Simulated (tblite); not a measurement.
Compound: C6H9NOSi.
Geometry (GFN2-xTB, Å), atoms numbered from 1 in this order:
```xyz
18
C6H9NOSi angstrom
C     -1.0042    1.7154    2.6266
C     -0.7583    1.0316    1.6755
C     -0.4921    0.2535    0.4774
C      0.2678    1.0917   -0.5201
C      1.4173    0.7318   -1.0719
Si     2.3631   -0.8743   -0.7496
N     -1.7476   -0.2168   -0.1013
C     -1.9286   -1.4951   -0.4706
O     -1.1181   -2.3797   -0.3552
H     -1.1993    2.2932    3.4804
H      0.0809   -0.6446    0.7332
H     -0.2161    2.0310   -0.7695
H      1.8557    1.4195   -1.7857
H      2.7786   -0.9000    0.6577
H      1.5424   -2.0313   -1.0846
H      3.5558   -0.8294   -1.6010
H     -2.4703    0.4687   -0.2529
H     -2.9356   -1.6588   -0.9001
```

Computed with GFN2-xTB (tblite): harmonic, unscaled wavenumbers at the GFN2-xTB geometry, gas phase. Against measured fundamentals such values can be off by several per cent, at times by over 20. Modes of hydrogen on silicon can be 10 to 20 % off. One conformer, not necessarily the lowest.

Harmonic wavenumbers (cm⁻¹): 26.2, 40.4, 91.4, 109.1, 124.1, 166.9, 185.5, 249.8, 284.9, 415.5, 424.8, 457.3, 501.2, 504.1, 561.3, 596.3, 655.2, 671.3, 704.0, 740.1, 757.8, 778.8, 796.0, 801.1, 923.6, 942.6, 989.8, 1040.4, 1053.0, 1165.2, 1198.0, 1234.5, 1240.2, 1338.4, 1373.2, 1405.6, 1677.7, 1767.2, 2227.7, 2244.2, 2283.2, 2323.3, 2763.0, 2937.3, 3007.2, 3032.7, 3394.0, 3459.1.

A = 1493, B = 1051, C = 728.5 MHz; mass 139.045 u (most abundant isotopes); point group C1, symmetry number 1.

**Question.** What is the zero-point energy?

**Answer.** ½Σν̃ = 27832 cm⁻¹ = 332.95 kJ/mol.

**Question.** Entropy at 298.15 K, 1 bar (ideal gas, RRHO, classical rotation)?

**Answer.** Translation 170.40, rotation 125.60, vibration 154.76: S = 450.8 J/(mol K).

**Question.** And Cp and H(298.15 K) − H(0)?

**Answer.** Cp = 180.23 J/(mol K), of which vibrations give 146.97 (their classical limit is 48 R = 399.1); H(298.15 K) − H(0) = 32.86 kJ/mol without the zero-point energy, 22.95 from vibrations.

**Question.** Which modes carry the vibrational entropy at 298.15 K?

**Answer.** 26.2 cm⁻¹: 25.51; 40.4 cm⁻¹: 21.92; 91.4 cm⁻¹: 15.19; 109.1 cm⁻¹: 13.74; 124.1 cm⁻¹: 12.70; 166.9 cm⁻¹: 10.33 J/(mol K); the other 42 give 55.36 together.

**Question.** How do the functions run with temperature in this model?

**Answer.** 
```csv
T (K),S (J/(mol K)),Cp (J/(mol K)),H − H(0) (kJ/mol),G − H(0) (kJ/mol),ln q(vib)
50,260.7,63.7,2.38,-10.66,1.17
100,312.9,88.6,6.22,-25.07,2.93
373.15,494.5,210.2,47.53,-137.00,11.66
500,562.0,250.9,76.90,-204.10,15.43
750,674.9,305.3,146.97,-359.20,22.31
1000,767.9,340.3,227.97,-539.89,28.49
```

q(vib) and H(0) count from the zero-point level.

**Question.** What must be added to the electronic energy to get the Gibbs energy at 298.15 K and 1 bar?

**Answer.** ZPE + [H(298.15 K) − H(0)] − T·S = 332.95 + 32.86 − 134.40 = 231.41 kJ/mol.

Hindered rotation and anharmonicity are outside this model. Other conformers, if any are populated, would add a mixing term that is left out. The structure is chiral; the term R ln 2 for an equal mix with its mirror image is left out.
